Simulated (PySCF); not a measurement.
# Reading the logs of faulty runs: AlClH4NSi cation

Calculated results; nothing here was measured. The program is PySCF 2.14.0, an open-source quantum chemistry code, run on an isolated molecule that a program drew, which may never have been made. The molecule is AlClH4NSi cation (charge +1, singlet), drawn as the SMILES string `[AlH+][NH][SiH2]Cl`.

Each row is a Hartree-Fock (HF) and frozen-core CCSD(T) single point in the cc-pV(D+d)Z basis, meant for a local HF minimum. Run 1 is clean. Each other run has one planted mistake out of seven kinds, and not every kind appears here: one electron removed, one electron added, multiplicity raised by two, geometry at a saddle point, minimal basis STO-3G, one bond length entered in bohr, all coordinates scaled. The reference is restricted for singlets and unrestricted otherwise, and also for a bond in bohr. Adding or removing an electron swaps singlet and doublet. Electrons count all cores. HOMO and LUMO are orbital energies over both spins, the gradient is its largest component, and the lowest frequency (negative if imaginary) is given only where the gradient is small. Bond lengths are over the 7 bonds as drawn. T1 is the CCSD diagnostic: over 0.02 (restricted) or 0.045 (unrestricted) a single reference is doubtful.

Geometry of the clean run:
```xyz
8
AlClH4NSi cation, angstrom
Al   -1.9548   -1.8072    0.5756
N    -0.4586   -1.1464    0.0539
Si    0.2619    0.4117    0.5191
Cl    0.1189    1.7177   -1.0356
H    -3.2912   -2.3791    1.0783
H     0.0819   -1.6487   -0.6398
H     1.6615    0.2049    0.8834
H    -0.5937    0.8593    1.6308
```

| run | electrons | basis functions | <S^2> | HOMO (eV) | LUMO (eV) | gradient (hartree/bohr) | lowest frequency (cm^-1) | mean bond (Å) | longest bond (Å) | T1 | HF (hartree) | CCSD(T) (hartree) | mistake |
|---|---|---|---|---|---|---|---|---|---|---|---|---|---|
| 1 | 54 | 103 | 0.000 | -16.00 | -4.33 | 2.3e-05 | 64 | 1.5736 | 2.035 | 0.0136 | -1046.98130 | -1047.48628 | no fault |
| 2 | 54 | 103 | 1.024 | -14.80 | -5.67 | 1.8e-02 | - | 1.7918 | 3.244 | 0.0164 | -1046.87227 | -1047.33912 | one bond length entered in bohr |
| 3 | 54 | 36 | 0.000 | -13.99 | 0.98 | 3.8e-02 | - | 1.5736 | 2.035 | 0.0185 | -1035.20806 | -1035.36701 | minimal basis STO-3G |
| 4 | 55 | 103 | 0.761 | -5.41 | 1.21 | 6.0e-02 | - | 1.5736 | 2.035 | 0.0275 | -1047.15948 | -1047.67614 | ? |
| 5 | 54 | 103 | 0.000 | -16.23 | -4.22 | 4.1e-02 | - | 1.4965 | 1.936 | 0.0120 | -1046.95852 | -1047.45778 | ? |

**Which mistake was planted in run 4, and what did it cost?**

It counts 55 electrons, one more than the clean run, at the same geometry and basis. So the mistake is: one electron added. Subtracting run 1 and multiplying by 627.51 kcal/mol a hartree, the energy moved by -111.8 kcal/mol in HF and -119.1 kcal/mol in CCSD(T).

**Which mistake was planted in run 5, and what did it cost?**

The mean and the longest bond both change by the same factor, 0.951, and the gradient is no longer small. So the mistake is: all coordinates scaled. Subtracting run 1 and multiplying by 627.51 kcal/mol a hartree, the energy moved by 14.3 kcal/mol in HF and 17.9 kcal/mol in CCSD(T).

